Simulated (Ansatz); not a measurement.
`BCS[SiH2]F` + HI → `F[SiH2]I` + `BCS` at 500 K and 1 bar (ligand exchange at the Si–S bond).

Calculated with Ansatz (gas phase, PBE0-D4/def2-TZVP geometries, no zero-point term in ΔE). CCSD(T)/CBS is the MP2 limit (def2-TZVPP, def2-QZVPP) plus CCSD(T) − MP2 in def2-TZVPP, frozen cores. def2 core potentials past Kr. For I outer-core shells are correlated without core-valence functions, which leaves a few kJ/mol of doubt a bond. One conformer a species, not always the lowest.

| species | CCSD(T)/CBS energy (Eh) | H − E (kJ/mol) | S (J/(mol·K)) |
| --- | --- | --- | --- |
| `BCS[SiH2]F` | -853.16736 | 232.8 | 442.8 |
| HI | -298.03592 | 28.6 | 221.6 |
| `F[SiH2]I` | -687.61044 | 82.2 | 336.9 |
| `BCS` | -463.59975 | 181.0 | 347.9 |

H − E and S are ideal-gas, rigid-rotor, harmonic terms from PBE0-D4/def2-TZVP, for one conformer and one mirror image of each species. 1 Eh = 2625.50 kJ/mol, R = 8.31446 J/(mol·K).

Q: By hand: ΔE, ΔH, ΔS and ΔG.

A: ΔE = (-687.61044) + (-463.59975) − (-853.16736) − (-298.03592) = -0.00691 Eh = -18.1 kJ/mol. Δ(H − E) = 82.2 + 181.0 − 232.8 − 28.6 = 1.8, so ΔH = -16.3 kJ/mol. ΔS = 336.9 + 347.9 − 442.8 − 221.6 = 20.4 J/(mol·K). ΔG = -16.3 − 500 × (20.4)/1000 = -26.5 kJ/mol.

Q: By hand: the equilibrium constant, and the temperature at which ΔG would vanish if ΔH and ΔS stayed fixed.

A: log₁₀ K = −ΔG/(RT ln 10) = 2.8. ΔH and −TΔS have one sign here, so there is no such temperature.

TΔS isn't small against ΔH here. A doubt of 5 kJ/mol in ΔE shifts log₁₀ K by 0.5 here. Other conformers and mirror images would add mixing entropy, several J/(mol·K) or more a flexible species. Modes under 60 cm⁻¹, often nearly free rotors, make the harmonic entropy too high. These are equilibria of isolated gas molecules and say nothing of rates. Largest T1 diagnostic: 0.011 (customary marks: 0.02 for closed shells, 0.045 for open ones).
